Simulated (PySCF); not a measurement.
Cl$_{2}$Mn (SMILES [Cl][Mn][Cl]), sextet, at a GFN2-xTB geometry (such geometries of metal compounds can be far from the true shape). Base run: DF-SVWN5/pcseg-1 run with PySCF.

Input for PySCF:
```python
from pyscf import gto, scf, dft

mol = gto.Mole()
mol.atom = '''
    Mn    0.000000    0.000000    0.000000
    Cl    0.000000    0.000000    1.976145
    Cl   -0.000000   -0.000000   -1.976145
'''
mol.basis = 'pcseg-1'
mol.charge = 0
mol.spin = 5
mol.verbose = 4
mol.build()

mf = dft.UKS(mol)
mf.xc = 'lda,vwn'
mf = mf.density_fit(auxbasis='def2-universal-jkfit')
mf.kernel()
```

The base run was repeated with changes; each row names its change, and settings that it needs were set with it.

```
change               basis functions       E (Eh)  HOMO (eV)  dipole (D)  core-seconds (rough)        outcome
-------------------  ---------------  -----------  ---------  ----------  --------------------  -------------
base                              67  -2066.06670      -6.53        0.00                     5      converged
basis = 6-31G                     53            -          -           -                     -  not converged
basis = 3-21G                     53  -2056.09188      -6.11        0.00                     5      converged
basis = def2-SV(P)                60            -          -           -                     -  not converged
basis = def2-SVP                  67            -          -           -                     -  not converged
basis = 6-31G**                   70  -2066.00795      -6.18        0.00                    10      converged
basis = 6-31G*                    70  -2066.00795      -6.18        0.00                    10      converged
basis = aug-pcseg-1              101  -2066.07601      -6.51        0.00                     7      converged
basis = aug-cc-pVDZ              113  -2066.24223      -6.47        0.00                    10      converged
basis = def2-TZVP                119  -2066.24414      -6.43        0.00                    10      converged
basis = cc-pVTZ                  136  -2066.28571      -6.46        0.00                    20      converged
basis = def2-QZVP                224  -2066.31529      -6.47        0.00                    30      converged
basis = def2-QZVPP               240  -2066.31548      -6.47        0.00                    30      converged
```

Totals compare only among sets that treat the same electrons; sets with core potentials leave the core out.

Open shells are given as the SCF converged; they aren't shown to be the lowest states, and a large step between rows can be another state.
